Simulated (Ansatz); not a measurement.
Relaxation of CHBOS₂ (6 atoms, charge 0, multiplicity 1), to a largest force component of 0.015 eV/Å in at most 40 steps.

Computed with RKS PBE-D4/def2-SVP (Ansatz 0.2.0).

```xyz
6
Properties=species:S:1:pos:R:3
O 2.442 0.133 0.478
C 1.288 -0.334 0.348
S 0.177 -1.668 0.670
B -0.209 -0.235 -0.257
S -1.602 0.680 -1.231
H -1.228 0.052 -2.463
```

Question: Where does it end, and by what steps?

Answer: The forces met the threshold. After 14 steps the energy has fallen by 1.442 eV; H6 moved furthest, 0.98 Å.

| step | energy less start (eV) | largest force component (eV/Å) | accepted |
| --- | --- | --- | --- |
| 0 | 0.0000 | 4.198 | yes |
| 1 | -0.5259 | 2.712 | yes |
| 2 | -0.8112 | 1.057 | yes |
| 3 | -0.9404 | 0.996 | yes |
| 4 | -1.0870 | 1.190 | yes |
| 5 | -1.1982 | 1.447 | yes |
| 6 | -1.3128 | 0.996 | yes |
| 7 | -1.3894 | 0.819 | yes |
| 8 | -1.4040 | 0.501 | yes |
| 9 | -1.4409 | 0.110 | yes |
| 10 | -1.4418 | 0.082 | yes |
| 11 | -1.4422 | 0.036 | yes |
| 12 | -1.4422 | 0.037 | yes |
| 13 | -1.4422 | 0.018 | yes |
| 14 | -1.4422 | 0.002 | yes |

```xyz
6
Properties=species:S:1:pos:R:3
O 2.329 0.130 0.084
C 1.208 -0.140 -0.063
S -0.148 -1.608 1.182
B -0.255 -0.541 -0.193
S -1.528 -0.030 -1.375
H -0.737 0.818 -2.091
```

Whether the end is a true minimum wasn't checked by a vibrational analysis.

Time of the run: 36 s on 1 thread of Intel(R) Xeon(R) Processor @ 2.70GHz (shared host), peak memory 0.15 GiB.
